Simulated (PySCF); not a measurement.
## A ladder for the ionisation energy of As²⁺

As²⁺ [Ar] 3d10 4s2 4p1 (2P) → As³⁺ [Ar] 3d10 4s2 (1S). Scalar values calculated with PySCF 2.14 in aug-cc-pVQZ-DK (spin-free X2C; valence: [Ar] 3d10 frozen). The spin-orbit shift comes from two-component X2C-1e calculations (generalised Hartree-Fock, GHF, and MP2 on its spinors, GMP2) in x2c-QZVPPall-2c: GMP2 gives 27.963 eV without and 28.217 eV with screened spin-orbit coupling, a shift of 0.254 eV (GHF: 0.239 eV). Sums use unrounded values; where a UHF row is shifted, it takes the GHF shift.

```tsv
method	scalar (eV)	plus spin-orbit shift (eV)	error (eV)
UHF	27.487	27.727	-0.622
MP2 (valence)	27.776	28.030	-0.319
SCS-MP2 (valence)	27.770	28.024	-0.325
CCSD (valence)	27.845	28.099	-0.250
CCSD(T) (valence)	27.866	28.120	-0.229
LDA	28.243	28.497	0.148
PBE	28.076	28.330	-0.019
PBE0	28.111	28.365	0.016
r2SCAN	28.310	28.564	0.215
BHandHLYP	28.073	28.327	-0.022
MN15	28.217	28.471	0.122
HSE06	28.128	28.382	0.033
B3LYP	28.197	28.451	0.102
```

Reference: 28.349 ± 0.012 eV (measured; NIST Atomic Spectra Database, ionization energies).

The errors of the correlated levels include the incompleteness of the basis and the frozen core, so a lower level can come closer by cancellation.
